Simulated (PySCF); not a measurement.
Correlation energy of Sc³⁺ (scandium, charge +3)

[Ar], closed-shell 1S. All numbers are calculated (PySCF 2.14, scalar relativity by spin-free X2C-1e, in x2c-TZVPPall). Frozen: [Ne]; 8 electrons correlated.

```json
{"level": "CCSD", "correlation energy (mhartree)": "-193.75"}
{"level": "(T)", "correlation energy (mhartree)": "-2.66"}
{"level": "CCSD(T)", "correlation energy (mhartree)": "-196.41"}
```

Diagnostics: T1 = 0.00055, D1 = 0.0013, largest double amplitude 0.039.

Cost of the coupled-cluster step: about 1.6 core-seconds, for 8 correlated electrons.

This basis was not built for core-valence correlation, so the inner-shell part is incomplete.
